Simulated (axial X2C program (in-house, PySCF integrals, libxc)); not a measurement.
## What spin–orbit coupling does to RhO

Calculated with an in-house all-electron X2C program for linear molecules (integrals from PySCF). Spin-free means the one-electron spin-free X2C Hamiltonian; two-component (2c) means X2C with spin–orbit coupling and atomic mean-field two-electron Coulomb and Gaunt terms, so the difference of the two also holds small scalar two-electron terms. Basis: Rh dyall-cv3z [12s12p8d5f3g], O dyall-av3z [7s6p3d2f] (cores contracted in-house); Gaussian nuclei, density fitting, unrestricted open shells. Masses: Rh 102.906 u, O 15.995 u.

Spin-free state: M_S = 3/2, Λ = 0 (beyond evenly filled blocks: σα, π+α, π-α); fragments Rh + O.

```csv
level,Re (Å),ωe (cm⁻¹),De (eV),μ (D)
PBE0,1.689,867.4,4.251,-3.75
LDA,1.684,891.9,n/a,-3.09
```

Dipoles are positive if O is the positive end.

Two-component determinant lowest at the distance of the search:

Ω = 3/2 (⟨Sz⟩ = 1.49, ⟨Lz⟩ = 0.01 at PBE0); fragments Rh + O.

```csv
level,Re (Å),ωe (cm⁻¹),μ (D)
PBE0,1.690,865.8,-3.77
LDA,1.685,890.2,-3.10
```

(1) From the two tables, how do the constants change at the PBE0 level (2c against spin-free)?

The state is a single determinant with fixed occupations, the lowest that a limited PBE0 search found. De is counted from the lowest determinant-based energies of the atoms at the same level, without counterpoise correction. De is not given where an atomic determinant may have missed its ground term or J level, or where the truncated virtual space spoils (T). Density functionals use the spin component along the axis (collinear). PBE0 can misorder states that lie within some tenths of an eV, so this need not be the ground state of the molecule. The nearest other spin-free determinant of the search, M_S = 1/2, Λ = 0, lies 0.30 eV up at the distance of the search. Without a current term, density functionals place determinants with orbital angular momentum somewhat too high. With several unpaired electrons one determinant need not be a pure state. This is the top spin component of a Σ state; components of lower Ω are not single determinants and can lie lower.

Results:

(1) At the PBE0 level Re goes up by 0.001 Å and ωe goes down by 1.6 cm⁻¹.
